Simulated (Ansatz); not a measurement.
`N=C1O[SiH]1N`, relaxed with RKS PBE-D4/def2-SVP in Ansatz from a rough embedded geometry. The force threshold is 0.03 eV/Å; the program also tests the step.

Charge 0, multiplicity 1.

Start:

```xyz
9

N     1.055    0.172   -2.111
C     0.383   -0.040   -1.091
O     0.703   -0.721   -0.024
Si   -0.909   -0.164   -0.003
N    -0.858    0.724    1.525
H     1.975   -0.207   -2.052
H    -1.786   -1.303    0.160
H    -0.446    0.063    2.173
H    -0.116    1.476    1.423
```

| step | energy (eV) | largest force (eV/Å) | largest move (Å) |
| --- | --- | --- | --- |
| 1 | -13987.4840 | 4.118 | 0.000 |
| 2 | -13988.3528 | 2.418 | 0.195 |
| 3 | -13988.6052 | 0.814 | 0.196 |
| 4 | -13988.6672 | 1.124 | 0.194 |
| 5 | -13988.6988 | 0.590 | 0.200 |
| 6 | -13988.7721 | 0.505 | 0.200 |
| 7 | -13988.7923 | 0.138 | 0.088 |
| 8 | -13988.7942 | 0.104 | 0.035 |
| 9 | -13988.7950 | 0.072 | 0.006 |
| 10 | -13988.7953 | 0.043 | 0.007 |
| 11 | -13988.7955 | 0.021 | 0.009 |

End:

```xyz
9

N     1.044    0.331   -2.248
C     0.520   -0.113   -1.187
O     0.911   -1.098   -0.257
Si   -0.610   -0.344    0.215
N    -0.700    0.695    1.565
H     1.939   -0.161   -2.437
H    -1.776   -1.275    0.253
H    -1.268    0.486    2.388
H    -0.061    1.478    1.707
```

It took 20 s on 2 threads of an Arm Neoverse V1 on a shared host, with 0.14 GiB of host memory at the peak.
